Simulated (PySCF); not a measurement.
One of the candidates below gave these computed data.

All candidates are Si5H12.

* Triplet: lowest triplet excitation (Tamm–Dancoff): 5.54 eV [TDA B3LYP/def2-SVPD]
* UV, first state: lowest singlet excitation: 6.06 eV (204 nm, f = 0.016) [TDDFT B3LYP/def2-SVPD]
* XPS: Si2p3/2 106.1, Si2p3/2 106.1 (×2), Si2p3/2 106.4 (×2), Si1s 1845.8, Si1s 1845.8 (×2), Si1s 1846.1 (×2) eV [ΔSCF SCAN, pcX-2 on the ionised atom, pcseg-1 elsewhere, spin-free X2C, 2p3/2 from a spin–orbit splitting computed afterwards within the 2p shell]
* UV, strongest line: among the 10 lowest singlet transitions: S8 at 6.80 eV (182 nm, f = 0.173) [TDDFT B3LYP/def2-SVPD]
* Polarisability: 154.4 au [B3LYP/def2-SVPD]
* 1H NMR: chemical shifts (computed TMS as zero) by class: 3.64 (6 H), 3.60 (2 H), 3.51 (4 H) ppm [GIAO PBE0/pcSseg-1]
* Valence photoelectron: vertical ionisation energy: 9.33 eV [ΔSCF B3LYP/def2-SVPD]
* Rotational structure: rotational constants A, B, C: 1.628, 0.880, 0.638 GHz [PBE0-D3(BJ)/def2-SVP]

The electronic properties come from PySCF, for the isolated species, density fitting. Levels stand in brackets. One conformer (not necessarily the lowest) at the PBE0-D3(BJ)/def2-SVP geometry, without solvent, vibrations or thermal averaging. NMR classes are plain means over equivalent atoms (diastereotopic ones count apart unless rotation or inversion swaps them), as if these changed places fast.

**Question.** Which candidate is it?
A. `[SiH3][SiH2][SiH2][SiH2][SiH3]`
B. `[SiH3][Si]([SiH3])([SiH3])[SiH3]`
C. `[SiH3][SiH2][SiH]([SiH3])[SiH3]`

**Answer.** A. It is `[SiH3][SiH2][SiH2][SiH2][SiH3]`. Numbering: `[SiH3:1][SiH2:2][SiH2:3][SiH2:4][SiH3:5]`. Its formula, Si5H12, gives 0 degrees of unsaturation, so no ring and no π bond. Hydrogen classes from least to most shielded: 6 H on 2 SiH3 silicons, Si1/Si5 (3.64 ppm), 2 H on an SiH2 silicon, Si3 (3.60 ppm), 4 H on 2 SiH2 silicons, Si2/Si4 (3.51 ppm). The core levels belong to: Si2p3/2 106.1 eV, SiH2 silicon [Si3]; Si2p3/2 106.1 eV, SiH2 silicon [Si2/Si4]; Si2p3/2 106.4 eV, SiH3 silicon [Si1/Si5]; Si1s 1845.8 eV, SiH2 silicon [Si3]; Si1s 1845.8 eV, SiH2 silicon [Si2/Si4]; Si1s 1846.1 eV, SiH3 silicon [Si1/Si5]. One atom of each topological class was ionised and stands for its class. S1 is mainly HOMO→LUMO (weight 0.94); the largest Löwdin shares of the orbital it empties are 0.27 on an SiH2 silicon, 0.22 on an SiH2 silicon, 0.18 on an SiH2 silicon and 0.10 on an SiH3 silicon, of the orbital it fills 0.20 on an SiH2 silicon, 0.15 on an SiH2 silicon, 0.11 on an SiH3 silicon and 0.11 on an SiH2 silicon. The optimised geometry has point group C1 and is an asymmetric top.

The others, at the same levels:
- `[SiH3][Si]([SiH3])([SiH3])[SiH3]` fails: its computed core binding energies are Si2p3/2 105.7, Si2p3/2 106.4 (×4), Si1s 1845.3, Si1s 1846.1 (×4) eV, rotational constant A is 1.035 GHz (against 1.628 GHz) and smallest rotational constant is 1.023 GHz (against 0.638 GHz).
- `[SiH3][SiH2][SiH]([SiH3])[SiH3]` fails: its computed core binding energies are Si2p3/2 105.9, Si2p3/2 106.1, Si2p3/2 106.4 (×2), Si2p3/2 106.4, Si1s 1845.5, Si1s 1845.8, Si1s 1846.1 (×2), Si1s 1846.1 eV, rotational constant A is 1.831 GHz (against 1.628 GHz) and smallest rotational constant is 0.590 GHz (against 0.638 GHz).

Each candidate is one conformer, not necessarily the lowest. The conformers computed, where there is a choice (atom-mapped SMILES and torsion angles):
- `[SiH3:1][SiH2:2][SiH2:3][SiH2:4][SiH3:5]`: Si1–Si2–Si3–Si4 87°, Si2–Si3–Si4–Si5 -49°
- `[SiH3:1][SiH2:2][SiH:3]([SiH3:4])[SiH3:5]`: Si1–Si2–Si3–Si4 -178°
